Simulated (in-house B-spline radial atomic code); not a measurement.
Settings and results of a run for the calcium ion Ca⁺. Method: Dirac-Kohn-Sham CAM-B3LYP, spherical fractional occupations, Fermi nucleus of rms radius 3.4776 fm. Calculated with a B-spline radial code for spherical atoms.

Command:
```bash
python run_scf.py task.json out
```
Settings (nuclear radius in fm, mass in u):
```
Z                20
configuration    [Ar] 4s1
hamiltonian      dirac
method           camb3lyp
spin_polarised   False
nucleus          fermi
rms_radius       3.4776
atomic_mass      39.96259
speed_of_light   137.035999084
```

Output (hartree, bohr):
```
 radial grid: 83 intervals, B-splines of order 8, outer radius 60 bohr

 iter        energy (Eh)    residual
    1        -676.194781    2.83e-01
    2        -679.348635    1.82e-01
    3        -680.232711    5.14e-02
    4        -680.313124    1.54e-02
    5        -680.319451    6.02e-03
    6        -680.320788    3.54e-04
    7        -680.320795    5.49e-05
    8        -680.320795    6.59e-06
    9        -680.320795    2.43e-07

 total energy                      -680.32079
 kinetic                             685.6691
 electron-nucleus                  -1611.4554
 Hartree                             281.5291
 exact exchange                       -8.2032
 exchange-correlation                -27.8604

 first-order corrections (not in the total)
   Gaunt                             0.2082
   retardation                      -0.0169
   frequency dependence             -0.0003
   self-energy                       0.1360
   Uehling                          -0.0100
   Wichmann-Kroll                    0.0000
   recoil                            0.0075

 orbital      occ     eigenvalue          <r>       <r^2>       <1/r>       <r^4>       r_max    small
 1s1/2      2.000      -146.4868    0.0768288  0.00793959     19.7428 0.000162523     0.05028  5.11e-03
 2s1/2      2.000       -15.9121     0.363754    0.156747     4.05973   0.0436001      0.2998  8.59e-04
 2p1/2      2.000       -13.0077     0.325765    0.131388     3.98161   0.0359705      0.2451  8.36e-04
 2p3/2      4.000       -12.8713     0.328288    0.133287        3.94   0.0369296      0.2471  8.29e-04
 3s1/2      2.000        -2.1784      1.15522     1.54063     1.21057     3.87153      0.9915  1.65e-04
 3p1/2      2.000        -1.4356      1.26242     1.87907     1.08411     6.23498       1.041  1.38e-04
 3p3/2      4.000        -1.4209      1.27024     1.90232     1.07579     6.39043       1.047  1.37e-04
 4s1/2      1.000        -0.3317      3.68146     15.4102    0.352099     370.292       3.163  2.08e-05

 Slater integrals (Eh)
   F0(3p1/2,3p1/2)               0.716604
   F0(3p1/2,3p3/2)               0.714385
   G2(3p1/2,3p3/2)               0.358093
   F0(3p1/2,4s1/2)               0.312972
   G1(3p1/2,4s1/2)               0.020832
   F0(3p3/2,3p3/2)               0.712189
   F2(3p3/2,3p3/2)               0.357115
   F0(3p3/2,4s1/2)               0.312790
   G1(3p3/2,4s1/2)               0.021026
   F0(4s1/2,4s1/2)               0.244782
```

Time taken, with all properties: 4.1 s on 1 thread of Arm Neoverse N1, on a shared host.

For the Dirac Hamiltonian the kinetic term is c α·p + (β - 1)c².

Caution: exact exchange at fractional occupations of open shells leaves self-interaction of up to several eV.
